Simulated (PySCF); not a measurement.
CH₇AsBP.
Structure used (PBE0-D3(BJ)/def2-SVP), in Å, numbered top down from 1:
```xyz
11
CH7AsBP angstrom
C     -0.373   -1.336    0.519
B     -0.018    0.108    0.017
P     -1.170    1.047   -1.150
As     1.700    0.999    0.618
H     -1.321   -1.738    0.131
H     -0.443   -1.314    1.622
H      0.434   -2.051    0.288
H     -0.988    2.401   -0.761
H     -2.442    0.820   -0.552
H      2.647   -0.142    0.279
H      1.978    1.789   -0.650
```

The closed-shell ground state was solved at several levels (PySCF, density fitting, gas phase). Relativistic effects, spin–orbit coupling among them, are left out although an element past zinc is present.

```
        level  basis functions  HOMO (eV)  LUMO (eV)  gap (eV)  dipole (D)
  HF/pcSseg-2              276      -9.55       1.93     11.48        1.06
PBE0/pcSseg-1              134      -7.22      -1.51      5.71        0.92
```

Problem. What might CAM-B3LYP/def2-SVPD (158 basis functions) give for the same quantities?

Solution. HOMO -8.41 eV, LUMO -0.37 eV, gap 8.04 eV, dipole 0.89 D.

Problem. Over all these levels, which gives the widest orbital gap and which the narrowest?

Solution. HF/pcSseg-2 (Hartree–Fock, all exact exchange) has the widest, 11.48 eV, and PBE0/pcSseg-1 (global hybrid, 25 % exact exchange) the narrowest, 5.71 eV. Functional and basis both differ between the two, so the spread mixes both effects. The HOMO need not be the same orbital at Hartree–Fock and at DFT levels.

Problem. How far do the dipole and the HOMO energy spread over the levels?

Solution. The dipole runs from 0.89 to 1.06 D (mean 0.96 D) and the HOMO from -9.55 to -7.22 eV.

One conformer stands for the species.
